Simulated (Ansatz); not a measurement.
Calculation: frozen-core CCSD(T)/cc-pVTZ // r2SCAN-D4/def2-TZVP (Ansatz, a first-principles code).

Ansatz 0.2 input:
```yaml
crystal:
  periodic: [false, false, false]
  atoms:
    - { symbol: S, position_ang: [1.751457, 0.218047, -0.863361] }
    - { symbol: Si, position_ang: [-0.190399, 0.500661, -0.057371] }
    - { symbol: S, position_ang: [-1.618471, -1.016703, -0.455499] }
    - { symbol: Cl, position_ang: [-0.0502, 0.786833, 1.967229] }
    - { symbol: Cl, position_ang: [-0.91271, 2.166892, -0.980875] }
    - { symbol: H, position_ang: [2.054328, -0.76203, 0.008111] }
    - { symbol: H, position_ang: [-1.034004, -1.893701, 0.381769] }
basis:
  gaussian: { orbitals: cc-pVTZ }
correlation:
  method: ccsd_t
```

Output:

```
Functional definition: HF
1157 factors; integrals over basis functions are off by at most 8.1e-4 eV
mean field evaluation 1: about -54540.6374 eV, gradient 2.3e1 eV
mean field evaluation 2: about -54541.0324 eV, gradient 2.4e1 eV
mean field evaluation 4: about -54543.0378 eV, gradient 3.1e0 eV
mean field evaluation 8: about -54543.1043 eV, gradient 2.2e-1 eV
mean field evaluation 16: about -54543.1046 eV, gradient 1.3e-6 eV
mean field -54543.10464683 eV, -2004.4221251270 hartree, gradient 1.3e-6 eV, S^2 0.000000; 0 other end points of the search recorded, 0 dependent functions left out
25 core orbitals not correlated
reference -54543.10464683 eV, -2004.4221251270 hartree; 16, 16 occupied and 157, 157 virtual orbitals, 1157 factors
second order -22.93442638 eV of doubles, -0.00000000 eV of singles
cycle   1  -24.04922248 eV  change    -1.1e0 eV  update   1.0e-1
cycle   2  -24.57850989 eV  change   -5.3e-1 eV  update   2.8e-2
cycle   3  -24.67349155 eV  change   -9.5e-2 eV  update   1.3e-2
cycle   4  -24.66480487 eV  change    8.7e-3 eV  update   2.9e-3
cycle   5  -24.66331276 eV  change    1.5e-3 eV  update   1.0e-3
cycle   6  -24.66300061 eV  change    3.1e-4 eV  update   2.9e-4
cycle   7  -24.66289947 eV  change    1.0e-4 eV  update   1.0e-4
cycle   8  -24.66292587 eV  change   -2.6e-5 eV  update   3.1e-5
perturbative correction -1.13938401 eV, -0.0418715902 hartree
Total energy: -54568.90695672 eV, -2005.3703425259 hartree
```

Cost: about 120 core-seconds (a rough figure).
